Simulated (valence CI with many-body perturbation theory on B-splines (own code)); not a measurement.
Values are calculated unless marked as measured or tabulated.
## Hyperfine factors and g values of Gd58+

Level of theory: relativistic CI+MBPT: four valence electrons over a frozen Dirac-Fock core [He], a basis of 11 s, 11 p, 9 d, 7 f, 5 g, 2 h, 1 i functions for each j, with the one-electron correlation potential Σ1 (screened to all orders), the two-electron term Σ2, the three-electron term Σ3, Breit, model QED; selected single and double excitations, second order for the rest (own B-spline code, finite nucleus).

No measured spectrum was set against this ion. As an estimate, large intervals hold to a few tenths of a per cent, small ones and those within an open d or f shell to about a per cent. Among the levels kept, up to 270 cm⁻¹ of a level comes from second order outside the variational space, and about a tenth of that is noise between levels of different J, which matters for small intervals.

A/g_I is the dipole constant over the nuclear g factor μ/I (μ in nuclear magnetons, uniformly magnetised nucleus), B/Q the quadrupole constant per barn. Both hold the static response of the core; the bare values leave it out. Large factors of s and p1/2 electrons are usually good to 5 to 10 %; those of open d and f shells near neutrality can be off by tens of per cent, and small factors of p3/2, d and f electrons come from cancelling terms and can be off by a factor of two or in sign, in half-filled shells by more. B is blank for J = 1/2, where it vanishes, and for nearly pure S terms. Energies count from the lowest level. Levels with J = 0 are left out.

Levels are named by their leading jj configuration (3d3/2^4 stands for four electrons in 3d with j = 3/2), which in mixed levels can hold well under half, so a name can repeat and another be missing. Letters in brackets count levels of one name in rising energy.

| Level | E (eV) | g | A/g_I (MHz) | A/g_I bare | B/Q (MHz/b) | B/Q bare |
| --- | --- | --- | --- | --- | --- | --- |
| (2s^2 2p1/2 2p3/2) J=1 | 723.2 | 1.477 | -338000 | -318000 | 511000 | 512000 |
| (2s^2 2p1/2 2p3/2) J=2 | 740.6 | 1.149 | 1390000 | 1390000 | 941000 | 943000 |
| (2s 2p1/2^2 2p3/2) J=2 | 963.0 | 1.522 | 3420000 | 3400000 | 958000 | 960000 |
| (2s 2p1/2^2 2p3/2) J=1 | 1036.7 | 1.105 | -2390000 | -2330000 | 604000 | 605000 |
| (2s^2 2p3/2^2) J=2 | 1481.0 | 1.296 | 534000 | 546000 | 78600 | 78700 |
| (2s 2p1/2 2p3/2^2) J=2 [a] | 1662.9 | 1.551 | 2470000 | 2460000 | 226000 | 227000 |
| (2s 2p1/2 2p3/2^2) J=3 | 1703.6 | 1.304 | 3060000 | 3040000 | -3220 | -3250 |
| (2s 2p1/2 2p3/2^2) J=1 [a] | 1771.2 | 1.300 | -2530000 | -2470000 | -398000 | -398000 |
| (2s 2p1/2 2p3/2^2) J=2 [b] | 1781.3 | 1.057 | -160000 | -131000 | -155000 | -155000 |
| (2s 2p1/2 2p3/2^2) J=1 [b] | 1784.7 | 1.316 | 7330000 | 7250000 | 212000 | 212000 |
| (2p1/2^2 2p3/2^2) J=2 | 2036.0 | 1.318 | 493000 | 518000 | 73600 | 73700 |
| (2s 2p3/2^3) J=2 | 2472.9 | 1.428 | 3480000 | 3460000 | -1040000 | -1040000 |
| (2s 2p3/2^3) J=1 | 2544.1 | 1.174 | -2440000 | -2380000 | -417000 | -418000 |
| (2p1/2 2p3/2^3) J=1 | 2771.4 | 1.477 | -375000 | -337000 | -507000 | -508000 |
| (2p1/2 2p3/2^3) J=2 | 2789.2 | 1.128 | 1380000 | 1390000 | -1090000 | -1090000 |
| (2s^2 2p1/2 3s) J=1 | 7426.4 | 1.312 | 3790000 | 3760000 | -13100 | -13100 |
| (2s^2 2p1/2 3p1/2) J=1 | 7494.7 | 0.643 | 2610000 | 2600000 | -3200 | -3200 |
| (2s 2p1/2^2 3s) J=1 | 7638.1 | 2.011 | 7540000 | 7460000 | 13400 | 13400 |
| (2s 2p1/2^2 3p1/2) J=1 | 7717.6 | 1.364 | 6580000 | 6500000 | -4620 | -4620 |
| (2s^2 2p1/2 3p3/2) J=2 | 7727.9 | 1.151 | 1120000 | 1120000 | 291000 | 292000 |
| (2s^2 2p1/2 3p3/2) J=1 | 7730.5 | 1.520 | -478000 | -472000 | 138000 | 138000 |
| (2s^2 2p1/2 3d3/2) J=2 | 7783.4 | 0.748 | 1080000 | 1070000 | 63100 | 63600 |
| (2s^2 2p1/2 3d3/2) J=1 | 7807.7 | 0.835 | -787000 | -783000 | 22300 | 22600 |
| (2s^2 2p1/2 3d5/2) J=2 | 7854.5 | 1.282 | -580000 | -577000 | 55500 | 56000 |
| (2s^2 2p1/2 3d5/2) J=3 | 7858.2 | 1.098 | 699000 | 696000 | 50400 | 51000 |
| (2s 2p1/2^2 3p3/2) J=2 | 7946.8 | 1.513 | 3120000 | 3080000 | 285000 | 285000 |
| (2s 2p1/2^2 3p3/2) J=1 | 7951.5 | 1.126 | -2850000 | -2810000 | 151000 | 151000 |
| (2s 2p1/2^2 3d3/2) J=1 | 8001.6 | 0.459 | -2940000 | -2910000 | 24500 | 24700 |
| (2s 2p1/2^2 3d3/2) J=2 | 8007.1 | 1.131 | 3020000 | 2980000 | 48300 | 48700 |
| (2s 2p1/2^2 3d5/2) J=3 | 8070.3 | 1.340 | 2070000 | 2040000 | 43900 | 44500 |
| (2s 2p1/2^2 3d5/2) J=2 | 8086.3 | 1.020 | -1890000 | -1870000 | 37000 | 37500 |

(1) Take the isotope of mass number 157, with I = 3/2, μ = -0.3398 μN and Q = 1.35 b. What is the hyperfine structure of (2s 2p1/2 2p3/2^2) J=3?

Results:

(1) From the table A = -693000 MHz, B = -4350 MHz. Shifts from the centre of gravity in MHz: F = 3/2: 4160000, F = 5/2: 2430000, F = 7/2: 2180, F = 9/2: -3120000.
